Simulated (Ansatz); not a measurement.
A nudged elastic band was laid between two geometries of C2H9NOSi2 (15 atoms, charge 0, multiplicity 1).

Method: RKS LDA/def2-SVP (Ansatz 0.2.0).

```yaml
movable_images: 9
climbing_image: yes
spring: 5.0 eV/Å²
optimiser: quadratic models (default)
start_path: IDPP
force_threshold: 0.05 eV/Å
iteration_limit: 60
end_points: relaxed
```

Image 0:

```xyz
15
Properties=species:S:1:pos:R:3
N 0.757 -1.462 -1.629
C 0.329 -0.779 -0.483
O -0.667 -1.355 0.326
C 1.411 -0.075 0.300
Si 0.136 1.102 -0.452
Si -1.572 1.623 1.006
H 1.297 -2.315 -1.410
H -0.024 -1.702 -2.252
H -0.225 -1.969 0.953
H 2.413 -0.068 -0.165
H 1.407 -0.202 1.400
H 0.588 1.938 -1.612
H -2.869 1.008 0.553
H -1.219 1.091 2.370
H -1.781 3.113 1.124
```

Image 10:

```xyz
15
Properties=species:S:1:pos:R:3
N 0.982 -1.792 -1.249
C 0.405 -0.974 -0.257
O -0.399 -1.677 0.619
C 1.313 0.068 0.348
Si -0.182 0.834 -0.528
Si -1.783 1.779 0.832
H 1.821 -1.395 -1.685
H 0.315 -2.098 -1.968
H 0.155 -2.428 0.934
H 2.322 0.208 -0.089
H 1.301 0.088 1.454
H 0.165 1.425 -1.866
H -3.163 1.652 0.239
H -1.737 1.020 2.132
H -1.535 3.241 1.114
```

Q: Which bonds break or form, and what moves?

A: No bond is made or broken. The height of N1 over the plane of its neighbours goes from 0.34 to -0.31 Å.

Q: Give the energies along the band, and the barrier.

A: It converged. The highest image is number 6 of 0 to 10, 0.097 eV above the first end and 0.042 eV above the last; the last end lies 0.055 eV above the first. A vibrational analysis at the climbing image gives one clearly imaginary mode, 396i cm⁻¹: a first-order saddle point.

```csv
image,path coordinate (Å),energy (eV),height of N1 over the plane of its neighbours (Å)
0,0.00,0.000,0.34
1,0.22,0.001,0.33
2,0.45,0.003,0.33
3,0.67,0.007,0.33
4,0.90,0.016,0.31
5,1.12,0.060,0.17
6,1.35,0.097,-0.05
7,1.66,0.067,-0.27
8,1.97,0.058,-0.31
9,2.28,0.056,-0.31
10,2.59,0.055,-0.31
```

Q: What is the geometry of the highest image?

A: 
```xyz
15
Properties=species:S:1:pos:R:3
N 0.797 -1.685 -1.405
C 0.315 -0.896 -0.370
O -0.621 -1.472 0.495
C 1.343 -0.022 0.314
Si -0.036 0.970 -0.516
Si -1.651 1.753 0.927
H 1.782 -1.947 -1.443
H 0.210 -1.914 -2.207
H -0.170 -2.229 0.932
H 2.352 0.035 -0.141
H 1.339 -0.058 1.419
H 0.356 1.657 -1.792
H -3.035 1.379 0.464
H -1.392 1.123 2.269
H -1.612 3.254 1.085
```

Q: What are the harmonic wavenumbers there?

A: 396i, 11i, 93, 105, 180, 258, 344, 381, 407, 430, 471, 485, 501, 513, 635, 650, 656, 752, 812, 860, 873, 887, 891, 938, 1016, 1197, 1248, 1287, 1351, 1503, 2139, 2157, 2170, 2179, 3029, 3134, 3511, 3574, 3637 cm⁻¹.

Run time: 4.1 min on 2 threads of Arm Neoverse N1, with other jobs on the host, peak memory 0.34 GiB.
